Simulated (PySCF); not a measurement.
These 3 structures share the formula C6H10O2. Computed with PySCF, PBE0-D3(BJ)/def2-SVP geometry optimisation, gas phase. One conformer each; no zero-point energy, no entropy. No frequencies were run at this level. Point groups hold within 0.08 Å.

**Question.** Rank from lowest to highest electronic energy at this level (kJ/mol).
A. `[CH3:1][CH2:2][CH2:3][C:4](=[O:5])[C:6]([CH3:7])=[O:8]` with C1–C2–C3–C4 180°, C2–C3–C4–O5 1°, C3–C4–C6–C7 -178°
B. `[CH2:1]=[CH:2][CH2:3][O:4][C:5](=[O:6])[CH2:7][CH3:8]` with C1–C2–C3–O4 0°, C2–C3–O4–C5 107°, C3–O4–C5–O6 3°, O4–C5–C7–C8 180°
C. `[CH3:1][CH2:2][C:3](=[O:4])[CH2:5][C:6]([CH3:7])=[O:8]` with C1–C2–C3–O4 5°, C2–C3–C5–C6 91°, C3–C5–C6–C7 87°

**Answer.** C (0.0), A (17.8), B (39.0).

As drawn, the highest has a C(=O)–O unit and a C=C bond outside aromatic rings, which the lowest lacks.

```json
{"SMILES": "CCC(=O)CC(C)=O", "E (Eh)": "-384.39856", "E rel (kJ/mol)": "0.0", "dipole (D)": "1.47", "point group": "C1", "A, B, C (MHz)": "3484, 1269, 1102"}
{"SMILES": "CCCC(=O)C(C)=O", "E (Eh)": "-384.39176", "E rel (kJ/mol)": "17.8", "dipole (D)": "0.23", "point group": "near Cs", "A, B, C (MHz)": "4576, 1042, 867.0"}
{"SMILES": "C=CCOC(=O)CC", "E (Eh)": "-384.38371", "E rel (kJ/mol)": "39.0", "dipole (D)": "1.55", "point group": "C1", "A, B, C (MHz)": "4531, 1077, 1004"}
```

**Question.** How do the relative energies change in single points at CAM-B3LYP/def2-SVPD (no added dispersion term) on the same geometries?

**Answer.** 
```
        SMILES  PBE0-D3(BJ)/def2-SVP (kJ/mol)  CAM-B3LYP/def2-SVPD (kJ/mol)  shift
CCC(=O)CC(C)=O                            0.0                           0.0    0.0
CCCC(=O)C(C)=O                           17.8                          17.4   -0.4
  C=CCOC(=O)CC                           39.0                          34.3   -4.7
```

Each column counts from its own lowest isomer. The order is unchanged; the largest shift is 4.7 kJ/mol.

**Question.** As an exercise, what shares would exp(−E/RT) give at 1000 K from these electronic energies alone (no entropy, no degeneracies)?

**Answer.** RT = 8.314 kJ/mol: CCC(=O)CC(C)=O 88.8 %, CCCC(=O)C(C)=O 10.4 %, C=CCOC(=O)CC 0.8 %.
